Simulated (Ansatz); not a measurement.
`NB[SiH](F)Cl` → `NBCl` + `F[SiH]`  (silylene formation by 1,1-elimination)

Calculated with Ansatz (gas phase, PBE0-D4/def2-TZVP geometries, no zero-point term in ΔE). CBS: MP2 limit from def2 TZ/QZ plus the TZ coupled-cluster correction, frozen cores. This one scheme is used for every species. Functionals use def2-TZVPP. B3LYP here is the variant with VWN-RPA as its local correlation; programs differ in this. One conformer a species, not always the lowest.

```json
{"level": "r2SCAN0-D4", "ΔE (kJ/mol)": "228.6", "difference from CCSD(T)/CBS": "21.0"}
{"level": "BHLYP-D4", "ΔE (kJ/mol)": "212.7", "difference from CCSD(T)/CBS": "5.1"}
{"level": "ωB97M-V", "ΔE (kJ/mol)": "197.6", "difference from CCSD(T)/CBS": "-10.0"}
{"level": "BLYP", "ΔE (kJ/mol)": "172.1", "difference from CCSD(T)/CBS": "-35.5"}
{"level": "r2SCAN", "ΔE (kJ/mol)": "223.6", "difference from CCSD(T)/CBS": "16.0"}
{"level": "B3LYP", "ΔE (kJ/mol)": "187.4", "difference from CCSD(T)/CBS": "-20.2"}
{"level": "CAM-B3LYP", "ΔE (kJ/mol)": "198.7", "difference from CCSD(T)/CBS": "-8.9"}
{"level": "CCSD/def2-SVP", "ΔE (kJ/mol)": "179.5", "difference from CCSD(T)/CBS": "-28.1"}
{"level": "CCSD/def2-TZVPP", "ΔE (kJ/mol)": "197.0", "difference from CCSD(T)/CBS": "-10.6"}
{"level": "MP2/CBS(def2)", "ΔE (kJ/mol)": "220.7", "difference from CCSD(T)/CBS": "13.1"}
{"level": "CCSD(T)/CBS", "ΔE (kJ/mol)": "207.6", "difference from CCSD(T)/CBS": "0"}
```

Task: What do rigid-rotor, harmonic-oscillator terms from PBE0-D4/def2-TZVP frequencies (298.15 K, 1 bar) make of the CCSD(T)/CBS value? (An estimate is asked.)

Result: Ansatz gave: ΔZPE = -12.6 kJ/mol, ΔH = +197.3 kJ/mol, ΔS = 159 J/(mol·K), ΔG = +149.9 kJ/mol.

Largest T1 diagnostic among the species: 0.015.

From PBE to PBE0 (25 % exact exchange), in def2-TZVPP and without D4, ΔE moves by +11.6 kJ/mol. Leaving LDA and LC-ωPBE aside and taking each functional with its dispersion term where it has one, the values, not all of them listed here, spread over 39.2 kJ/mol, from BLYP-D4 to r2SCAN0-D4. LDA lies +28.6 kJ/mol from PBE without D4. The D4 term adds +13.7 kJ/mol with B3LYP and +7.5 kJ/mol with PBE0; it sums over pairs of atoms, weighted by their polarisabilities, and B3LYP, whose exchange is more repulsive, gets the larger term.

CCSD(T)/CBS has its own doubt, a few kJ/mol and more with outer-core shells, so smaller differences from it don't rank the levels.
